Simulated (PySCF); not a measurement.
Isomers of [C8H11]+ (charge +1), mass 107.086 u with the commonest isotopes. Level of theory: PBE0-D3(BJ)/def2-SVP geometry optimisation, gas phase in PySCF 2.14.0. One conformer each, none proved a minimum here; rigid rotors.

Question: Order these by out-of-plane moment Σ m c² = (Ia + Ib − Ic)/2, largest first.
A. `[CH3:1][CH2:2][C:3]1=[CH:4][CH:5]=[CH:6][CH2:7][CH+:8]1` (charge +1) with C1–C2–C3–C4 79°
B. `[CH:1]1=[C:2]([CH:3]2[CH2:4][CH2:5]2)[CH+:6][CH2:7][CH2:8]1` (charge +1) with C1–C2–C3–C4 -35°
C. `[CH2:1]=[C:2]([CH3:3])[C+:4]1[CH:5]=[CH:6][CH2:7][CH2:8]1` (charge +1) with C1–C2–C4–C5 -1°

Answer: B (22.75 u·Å²), A (21.06 u·Å²), C (4.67 u·Å²).

Question: Order these by rotational constant A, smallest first.
A. `[CH2:1]=[C:2]([CH3:3])[C+:4]1[CH:5]=[CH:6][CH2:7][CH2:8]1` (charge +1) with C1–C2–C4–C5 -1°
B. `[CH:1]1=[C:2]([CH:3]2[CH2:4][CH2:5]2)[CH+:6][CH2:7][CH2:8]1` (charge +1) with C1–C2–C3–C4 -35°
C. `[CH3:1][CH2:2][C:3]1=[CH:4][CH:5]=[CH:6][CH2:7][CH+:8]1` (charge +1) with C1–C2–C3–C4 79°

Answer: A (4230 MHz), C (4359 MHz), B (5413 MHz).

Question: Order these by dipole moment (about the centre of mass), largest first.
A. `[CH2:1]=[C:2]([CH3:3])[C+:4]1[CH:5]=[CH:6][CH2:7][CH2:8]1` (charge +1) with C1–C2–C4–C5 -1°
B. `[CH3:1][CH2:2][C:3]1=[CH:4][CH:5]=[CH:6][CH2:7][CH+:8]1` (charge +1) with C1–C2–C3–C4 79°
C. `[CH:1]1=[C:2]([CH:3]2[CH2:4][CH2:5]2)[CH+:6][CH2:7][CH2:8]1` (charge +1) with C1–C2–C3–C4 -35°

Answer: C (3.86 D), B (3.34 D), A (1.19 D).

```
             SMILES  point group  Ia (u·Å²)  Ib (u·Å²)  Ic (u·Å²)      κ  μa (D)  μb (D)  μc (D)
C1=C(C2CC2)[CH+]CC1           Cs      93.37     385.55     433.42  -0.93    3.86    0.11    0.00
  C=C(C)[C+]1C=CCC1           Cs     119.47     330.37     440.50  -0.75    1.10    0.46    0.01
   CCC1=CC=CC[CH+]1           C1     115.94     355.35     429.17  -0.85    3.23    0.85    0.08
```
